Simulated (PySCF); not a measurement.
## Two-component Hartree-Fock for Eu (europium, neutral)

Start: [Xe] 4f7 6s1 6p1; 4f7/2 filled at m_j = -5/2, -3/2, -1/2, +1/2, +3/2, +5/2, +7/2; 6s1/2 filled at m_j = +1/2; 6p3/2 filled at m_j = +3/2. Calculated with PySCF 2.14 in x2c-TZVPall-2c with one added diffuse shell each of s, p, d, f type (12s12p11d5f1g, 147 functions): generalised Hartree-Fock with the X2C-1e Hamiltonian and a Gaussian nucleus; spin-orbit coupling (SO) screened by Boettger's factors. This is a chosen level, not necessarily the ground level.

```
spinor shell  electrons  ε, screened SO (eV)  weight of nominal j (screened SO)  rms radius, screened SO (bohr)
       1s1/2          2             -48751.9                              1.000                          0.0254
       2s1/2          2              -8123.4                              1.000                           0.103
       2p1/2          2              -7690.5                              1.000                          0.0881
       2p3/2          4              -7038.1                              1.000                          0.0944
       3s1/2          2              -1836.9                              1.000                           0.266
       3p1/2          2              -1649.3                              1.000                           0.257
       3p3/2          4              -1513.1                              1.000                           0.270
       3d3/2          4              -1192.2                              0.995                           0.242
       3d5/2          6              -1162.4                              0.996                           0.246
       4s1/2          2              -387.10                              1.000                           0.602
       4p1/2          2              -313.91                              0.966                           0.621
       4p3/2          4              -281.73                              0.983                           0.648
       4d3/2          4              -160.61                              0.722                           0.705
       4d5/2          6              -151.07                              0.815                           0.711
       5s1/2          2              -55.739                              1.000                            1.50
       5p1/2          2              -34.062                              0.872                            1.69
       5p3/2          4              -28.970                              0.936                            1.80
       4f7/2          7              -15.547                              0.532                            1.02
       6s1/2          1               -6.652                              0.995                            4.72
       6p3/2          1               -3.694                              1.000                            6.17
```

| quantity | screened SO |
| --- | --- |
| E (hartree) | -10843.28905 |
| M_J | 11/2 |
| ⟨J²⟩ | 35.786 |
| ⟨L²⟩ | 2.158 |
| ⟨S²⟩ | 24.675 |

Each row is a mean over spinors that exchange with the open shell spreads, by up to 17.883 eV (4d5/2).

Rows whose weight is well below 1 are mixtures of j = l ± 1/2: exchange outweighs spin-orbit coupling there, and the label is only the starting occupation.

Breit and QED terms are absent; they matter most for the inner s and p1/2 levels.

Densities and radii are taken from the X2C orbitals without a picture-change correction, which distorts them close to the nucleus.
